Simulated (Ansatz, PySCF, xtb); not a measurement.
Interaction energy of H3ClSi ··· H2 (SMILES [SiH3]Cl and [H][H]). Monomers: optimised at B3LYP-D3(BJ) (def2-TZVP), held rigid. Orientation: lowest of the rigid-body minima from ten starts at GFN2-xTB. The monomers approach along the line of their centres of mass (distance R); nothing else relaxes.

Levels: GFN1-xTB (xtb); RHF/STO-3G = restricted Hartree-Fock/STO-3G, no counterpoise correction run with PySCF 2.14.0; RMP2/3-21G = restricted MP2 (frozen core)/3-21G, no counterpoise correction in PySCF; CCSD(T)/aug-cc-pVDZ = CCSD(T) on RHF/aug-cc-pVDZ, frozen core, counterpoise-corrected in Ansatz (an electronic-structure program).

Interaction energies in kJ/mol; the last columns give the difference from CCSD(T):

| R / Å | GFN1-xTB | RHF/STO-3G | RMP2/3-21G | CCSD(T)/aug-cc-pVDZ | GFN1-xTB − CCSD(T)/aug-cc-pVDZ | RHF/STO-3G − CCSD(T)/aug-cc-pVDZ | RMP2/3-21G − CCSD(T)/aug-cc-pVDZ |
|---|---|---|---|---|---|---|---|
| 4.14 | -4.35 | 6.81 | 2.17 | 3.05 | -7.40 | 3.75 | -0.89 |
| 4.31 | -4.56 | 4.03 | -0.23 | 1.22 | -5.78 | 2.82 | -1.45 |
| 4.53 | -4.00 | 2.13 | -1.45 | 0.10 | -4.10 | 2.03 | -1.55 |
| 4.70 | -3.35 | 1.36 | -1.61 | -0.25 | -3.10 | 1.61 | -1.35 |
| 4.92 | -2.52 | 0.83 | -1.37 | -0.38 | -2.13 | 1.21 | -0.98 |
| 5.22 | -1.62 | 0.50 | -0.85 | -0.34 | -1.28 | 0.84 | -0.51 |
| 5.55 | -0.98 | 0.33 | -0.40 | -0.23 | -0.75 | 0.56 | -0.17 |
| 6.05 | -0.47 | 0.21 | -0.06 | -0.11 | -0.36 | 0.32 | 0.05 |
| 6.75 | -0.19 | 0.13 | 0.06 | -0.02 | -0.17 | 0.15 | 0.08 |
| 7.70 | -0.07 | 0.07 | 0.05 | 0.01 | -0.08 | 0.06 | 0.04 |
| 9.03 | -0.02 | 0.04 | 0.03 | 0.01 | -0.03 | 0.02 | 0.02 |

GFN1-xTB is furthest from CCSD(T)/aug-cc-pVDZ at 4.14 (-7.40 kJ/mol, below); its mean absolute difference over the points is 2.29 kJ/mol.

RHF/STO-3G is furthest from CCSD(T)/aug-cc-pVDZ at 4.14 (3.75 kJ/mol, above); its mean absolute difference over the points is 1.22 kJ/mol.

RMP2/3-21G is furthest from CCSD(T)/aug-cc-pVDZ at 4.53 (-1.55 kJ/mol, below); its mean absolute difference over the points is 0.64 kJ/mol.
